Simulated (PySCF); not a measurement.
Work out the structure from these simulated measurements.

Elements present: Al, C, F and H. Monoisotopic mass: 164.0393 u.

| Property | Result |
| --- | --- |
| Polarisability | 96.6 au [CAM-B3LYP/def2-SVPD] |
| Rotational structure | rotational constants A, B, C: 2.296, 0.587, 0.476 GHz [PBE0-D3(BJ)/def2-SVP] |
| NMR, other nuclei | isotropic shieldings of nuclei other than C and H, by class: 248 (1 F), 290 (1 F), 387 (1 F), 253 (1 Al) ppm [GIAO B3LYP/pcSseg-1] |
| Valence photoelectron | vertical ionisation energy: 9.30 eV [ΔSCF CAM-B3LYP/def2-SVPD] |
| UV, first state | lowest singlet excitation: 4.81 eV (258 nm, f = 0.000) [TDDFT CAM-B3LYP/def2-SVPD] |
| Dipole | 1.49 D [CAM-B3LYP/def2-SVPD] |
| 13C NMR | chemical shifts (computed TMS as zero) by class: 178.4 (1 C), 145.0 (1 C), 31.3 (2 C), 9.0 (2 C) ppm [GIAO B3LYP/pcSseg-1] |
| UV, strongest line | among the 10 lowest singlet transitions: S2 at 5.71 eV (217 nm, f = 0.207) [TDDFT CAM-B3LYP/def2-SVPD] |
| 1H NMR | chemical shifts (computed TMS as zero) by class: 1.67 (4 H), 0.34 (4 H) ppm [GIAO B3LYP/pcSseg-1] |

Gas-phase values; electronic properties from PySCF, density fitting. Levels stand in brackets. Isolated species at its PBE0-D3(BJ)/def2-SVP geometry (one conformer only). NMR values are class means; diastereotopic atoms form classes of their own.

Task: Which formula fits the mass and the elements?

Result: C6H8AlF3 (calculated 164.0393). No other formula that holds each of these elements comes within 0.0003 u with a fitting electron parity and a possible valence count.

Task: What is the compound? Reason from the data.

Result: Numbering: `[F:1][C:2]([F:3])=[C:4]([F:5])[Al:6]1[CH2:7][CH2:8][CH2:9][CH2:10]1`. 6 carbons fall into 4 classes; from least to most shielded: =CF2 carbon [C2] (178.4 ppm), vinylic C–F carbon [C4] (145.0 ppm), ring CH2 carbon [C8/C9] (31.3 ppm, 2 C), ring CH2 carbon [C7/C10] (9.0 ppm, 2 C). Hydrogen classes from least to most shielded: 4 H on 2 ring CH2 carbons, C8/C9 (1.67 ppm, a mean of values up to 1.2 ppm apart in this geometry), 4 H on 2 ring CH2 carbons, C7/C10 (0.34 ppm, a mean of values up to 0.8 ppm apart in this geometry). The other shieldings belong to: 248 ppm, vinyl fluorine [F3]; 290 ppm, vinyl fluorine [F1]; 387 ppm, vinyl fluorine [F5]; 253 ppm, aluminium bonded to 3 C [Al6]. S1 is mainly HOMO→LUMO (weight 0.96); the largest Löwdin shares of the orbital it empties are 0.27 on a ring CH2 carbon, 0.25 on a ring CH2 carbon, 0.18 on the aluminium bonded to 3 C and 0.06 on a ring CH2 carbon, of the orbital it fills 0.40 on the aluminium bonded to 3 C, 0.15 on the vinylic C–F carbon, 0.14 on the =CF2 carbon and 0.07 on a ring CH2 carbon. The optimised geometry has point group C1 and is an asymmetric top. Structure: `FC(F)=[C](F)[Al]1[CH2]CC[CH2]1`. Computed isomers that give other values at the same levels: `FC(F)=C(F)[C@H]1CC[CH2][AlH]1` (rotational constant A: 1.851 GHz; this holds for the one conformer computed). The assignments are read from this structure; whether some other isomer fits the data as well wasn't checked.
